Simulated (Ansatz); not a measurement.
Basis sets compared for In₁₂Sb₁₁H₃₂⁻, a nanocrystal cut from zinc blende InSb (hydrogen-capped). The state is a singlet with charge -1. Geometry r2SCAN-D4/def2-SVP. Ansatz on 11 threads of AMD EPYC 7R13 on a shared host and a whole NVIDIA H100 80GB HBM3; times are rough, and most runs start from earlier orbitals.

```xyz
55

Sb   -1.2937   -0.7190   -5.0626
Sb    2.4600   -4.4944    0.1549
Sb    3.9076   -0.2269    2.1821
Sb    0.2017    3.2300   -3.5843
Sb    2.6909    3.3555   -0.1976
Sb    1.5845   -0.7031   -1.6451
Sb   -2.5863   -2.1198   -1.1714
Sb   -0.2193   -1.8981    2.5968
Sb   -1.6830    2.0892    0.2845
Sb    1.0723    2.3106    3.8026
Sb   -3.4712    0.6612    4.0376
In    2.0541   -3.3908   -2.4818
In    1.1078    0.6300   -4.1050
In   -3.4239   -2.3028   -3.9361
In    3.7283    0.7317   -0.5509
In    0.7652   -4.5819    2.4985
In    1.7041   -0.4965    4.0403
In    2.3834    4.8521   -2.6508
In   -2.3711    2.7136   -2.4235
In    0.3371    3.7060    1.3526
In   -0.5986   -0.4991    0.1539
In   -2.5577   -2.0720    4.2373
In   -4.1277    2.3027    1.7454
H    -2.0838    0.4339   -6.0364
H    -0.7478   -1.6522   -6.3892
H     3.1929   -6.0359    0.0175
H     3.8969   -3.7273    0.6698
H     5.1115    0.7085    2.9571
H     4.8081   -1.6758    2.2199
H    -0.0939    3.7640   -5.1847
H     3.8933    4.1665    0.7134
H    -2.2149   -3.7050   -0.6628
H    -3.9887   -1.9802   -0.2102
H     2.4292    3.1224    4.4548
H     0.0320    2.7251    5.0898
H    -2.3190    1.5653    4.9162
H    -4.7009    0.8734    5.2101
H     3.5464   -3.5320   -3.3504
H     0.5195   -3.9949   -3.0339
H     2.3421    0.2960   -5.2834
H    -3.1592   -3.9427   -4.4212
H    -4.8866   -1.3955   -4.0718
H     5.3126    0.6673   -1.2531
H     1.8223   -4.8230    3.8558
H    -0.5294   -5.6475    2.0554
H     2.2652   -0.8988    5.6294
H     3.7614    4.5527   -3.6601
H     1.7975    6.4244   -2.2130
H    -3.3893    4.1148   -2.4758
H    -2.8287    1.1737   -3.1218
H     0.0237    5.3580    1.7796
H    -3.7563   -3.0115    3.4098
H    -2.0605   -2.3288    5.8806
H    -5.3467    1.4018    0.9029
H    -4.3133    3.9250    2.3281
```

In the def2 sets In, Sb take a core potential; there is no spin–orbit coupling. Single mean-field runs in def2-SVP, def2-TZVP are fitted with def2-universal-jkfit.

```tsv
level	functions	energy (Eh)	HOMO (eV)	LUMO (eV)	wall time
PBE-D4/def2-SVP	758	-4944.0454	-3.26	-0.59	8 s
PBE0-D4/def2-SVP	758	-4944.2413	-4.08	0.04	8.5 s
```

Q: Estimate the rows for PBE-D4/def2-TZVP (with forces), PBE0-D4/def2-TZVP (with forces).

A: 
```
                          level  functions  energy (Eh)  HOMO (eV)  LUMO (eV)  wall time
 PBE-D4/def2-TZVP (with forces)       1342   -4944.2477      -3.36      -0.72       14 s
PBE0-D4/def2-TZVP (with forces)       1342   -4944.4163      -4.14      -0.05       21 s
```
